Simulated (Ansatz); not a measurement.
`C=C[SiH2][SiH2]F` + `F[C@H]1C[Si@@H]1Cl` → `C=C[SiH](F)[SiH2]F` + `Cl[SiH]1CC1`  (redistribution)

Computed with Ansatz on PBE0-D4/def2-TZVP structures; ΔE is electronic, products minus reactants. CBS: MP2 limit from def2 TZ/QZ plus the TZ coupled-cluster correction, frozen cores. DFT in def2-TZVPP. B3LYP here is the variant with VWN-RPA as its local correlation; programs differ in this. One conformer a species, not always the lowest.

```
             level  ΔE (kJ/mol)  difference from CCSD(T)/CBS
            PBE-D4       -208.6                         23.9
         r2SCAN-D4       -223.8                          8.7
           PBE0-D4       -217.6                         14.9
          B3LYP-D4       -222.3                         10.2
           ωB97X-V       -221.6                         10.9
           ωB97M-V       -224.9                          7.6
            B2PLYP       -229.0                          3.5
               PBE       -208.0                         24.5
            r2SCAN       -223.6                          8.9
              PBE0       -217.0                         15.5
     HF/def2-TZVPP       -235.4                         -2.9
    MP2/def2-TZVPP       -240.2                         -7.7
   CCSD/def2-TZVPP       -230.7                          1.8
SCS-MP2/def2-QZVPP       -239.1                         -6.6
     MP2/CBS(def2)       -244.5                        -12.0
    CCSD/CBS(def2)       -234.9                         -2.4
       CCSD(T)/CBS       -232.5                            0
```

Largest T1 diagnostic among the species: 0.012.

From PBE to PBE0 (25 % exact exchange), in def2-TZVPP and without D4, ΔE moves by −9.0 kJ/mol.
